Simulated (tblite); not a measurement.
AlBr3, singlet, geometry from GFN2-xTB (such geometries of metal compounds can be far from the true shape); tblite with GFN1-xTB.

tblite was given this input:
```
$ tblite run mol.xyz --method gfn1 --charge 0 --spin 0 --json tblite.json --no-restart

# file mol.xyz
4

Al    -0.00000000    -0.00000000     0.00000000
Br    -1.79907489    -1.33890033    -0.10448629
Br    -0.01545118     1.98485471    -1.04897808
Br     1.81452607    -0.64595437     1.15346437
```

Write the output that tblite gives for this input, abridged.


```
xTB calculator
 | screened Coulomb repulsion
 | Coulomb electrostatics
 |  * isotropic Klopman-Ohno-Mataga-Nishimoto electrostatics
 |  * onsite third-order electrostatics
 | DFT-D3(BJ) dispersion correction

halogen bonding energy    0.0000000000000E+00 Eh
repulsion energy          4.7436897829280E-02 Eh
dispersion energy        -2.0583404166023E-03 Eh
number of electrons       2.4000000000000E+01 e
integral cutoff           4.0000000000000E+01 bohr

------------------------------------------------------------
  cycle        total energy    energy error   density error
------------------------------------------------------------
      1     -13.10944116392  -1.3154820E+01   4.0790602E-01
      2     -13.13667293013  -2.7231766E-02   2.1171538E-01
      3     -13.13594316709   7.2976304E-04   1.0728940E-01
      4     -13.13924608711  -3.3029200E-03   6.1131658E-03
      5     -13.13930341564  -5.7328532E-05   3.8473264E-04
      6     -13.13930365086  -2.3521583E-07   5.1719138E-05
      7     -13.13930365384  -2.9848977E-09   1.4185463E-06
------------------------------------------------------------

electronic energy        -1.3184682211254E+01 Eh
total energy             -1.3139303653842E+01 Eh

Post processing:
 | Mayer-Wiberg bond orders

[Info] JSON dump of results written to 'tblite.json'
```
